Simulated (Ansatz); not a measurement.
FH6NO2Si2, SMILES `O[SiH2]N[SiH](O)F` from Hartree–Fock to CCSD(T)

Z-matrix (Å, degrees):
```
Si
N 1 1.732
O 1 1.638 2 107.3
H 1 1.489 2 109.2 3 122.2
H 1 1.482 2 112.5 3 -116.8
Si 2 1.703 1 125.2 3 -0.4
H 2 1.011 1 118.3 3 178.9
H 3 0.962 1 117.4 2 42.6
O 6 1.641 2 111.0 1 -45.1
F 6 1.595 2 106.2 1 -165.4
H 6 1.470 2 115.9 1 74.2
H 9 0.960 6 117.2 2 -68.5
```

The species carries charge 0 and has multiplicity 1. All single points use the PBE0-D4/def2-TZVP geometry. It is one conformer, not always the lowest. Frozen core, restricted reference, Ansatz. CBS rows extrapolate triple and quadruple zeta; past MP2 they add the triple-zeta difference.

```
     basis     HF (Eh)  MP2 corr.  CCSD corr.    (T)  CCSD(T) total
def2-TZVPP  -885.38918   -1.17962           ?      ?              ?
def2-QZVPP  -885.42347   -1.27851           –      –              –
 CBS(def2)  -885.42819          ?           ?  as TZ              ?
```

Problem. Fill in the withheld values. (Estimate.)

Solution. The calculation gave: def2-TZVPP CCSD corr.: -1.21134; def2-TZVPP (T): -0.04116; def2-TZVPP CCSD(T) total: -886.64168; CBS(def2) MP2 corr.: -1.35177; CBS(def2) CCSD corr.: -1.38350; CBS(def2) CCSD(T) total: -886.85285.
